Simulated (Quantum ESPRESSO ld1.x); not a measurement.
Ge II, 31 electrons, occupied as [Ar] 3d10 4s2 4p1. All-electron calculation, Dirac Kohn-Sham, revPBE, spin-unpolarised, spherical densities, point nucleus; open shells are shared between the two j in proportion to 2j + 1. Program: ld1.x of Quantum ESPRESSO 7.5.

Radial electron density D(r) = 4 pi r^2 rho(r):

```
   r/bohr * D(r) (the largest magnitude, 45.7, reaches the edge; | marks zero)
 0.003121 |  *
 0.003575 |   *
 0.004096 |    *
 0.004693 |     *
 0.005376 |       *
  0.00616 |         *
 0.007057 |           *
 0.008085 |              *
 0.009263 |                 *
   0.0107 |                    *
  0.01226 |                        *
  0.01404 |                            *
  0.01609 |                                *
  0.01843 |                                    *
  0.02112 |                                        *
  0.02419 |                                           *
  0.02772 |                                             *
  0.03175 |                                              *
  0.03667 |                                              *
  0.04201 |                                             *
  0.04814 |                                          *
  0.05515 |                                        *
  0.06318 |                                      *
  0.07239 |                                     *
  0.08293 |                                       *
  0.09501 |                                          *
   0.1089 |                                               *
   0.1257 |                                                    *
    0.144 |                                                      *
    0.165 |                                                     *
   0.1891 |                                                *
   0.2166 |                                         *
   0.2481 |                                  *
   0.2843 |                            *
   0.3257 |                          *
   0.3732 |                            *
    0.431 |                               *
   0.4937 |                                 *
   0.5657 |                                 *
   0.6481 |                             *
   0.7425 |                       *
   0.8507 |                 *
   0.9746 |           *
    1.117 |       *
    1.279 |    *
    1.477 |   *
    1.693 |  *
    1.939 | *
    2.222 | *
    2.545 |*
    2.916 |*
    3.341 |*
    3.828 *
    4.385 *
    5.065 *
    5.802 *
    6.648 *
    7.616 *
    8.726 *
```

D(r) has 3 maxima, at r = 0.0328, 0.149, 0.518 bohr, and minima at 0.0695, 0.326 bohr, inside which lie 2.09, 10.96 electrons.
